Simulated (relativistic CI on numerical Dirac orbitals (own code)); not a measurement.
Radial parameters of Mn21+

Method of calculation: Dirac-Coulomb-Breit CI, separate exchange-only KLI orbitals for each configuration, QED by a radiative potential, unscaled Slater integrals (own radial code, finite nucleus).

Slater integrals F^k, G^k are unscaled and averaged over j, outside the closed core 1s2; ζ comes from projecting the Hamiltonian with its Breit term on Σ l·s of the shell.

- 2s.2p: G^1(2s,2p) = 468050, ζ(2p) = 69868 cm⁻¹; <r>(2s) = 0.2526, <r^2>(2s) = 0.07466, <r>(2p) = 0.2165, <r^2>(2p) = 0.05655 (bohr units).
- 2p2: F^2(2p,2p) = 440890, ζ(2p) = 69154 cm⁻¹; <r>(2p) = 0.2171, <r^2>(2p) = 0.05686 (bohr units).
- 2p.3s: ζ(2p) = 71720, G^1(2p,3s) = 47000 cm⁻¹; <r>(2p) = 0.2149, <r^2>(2p) = 0.05574, <r>(3s) = 0.5845, <r^2>(3s) = 0.3879 (bohr units).

Averages of the first 10 configurations, taken without configuration mixing, which lowers the lowest level and can move excited configurations by several eV; other configurations of the list can lie among them:

```tsv
Configuration	Parity	States	Average energy above the lowest level (eV)
2s2	even	1	7.3
2s.2p	odd	12	59.7
2p2	even	15	131.0
2p.3s	odd	12	1075.5
2p.3p	even	36	1094.1
2s.3s	even	4	1017.1
2s.3p	odd	12	1037.2
2s.3d	even	20	1050.7
2s.4s	even	4	1361.0
2s.4p	odd	12	1369.2
```
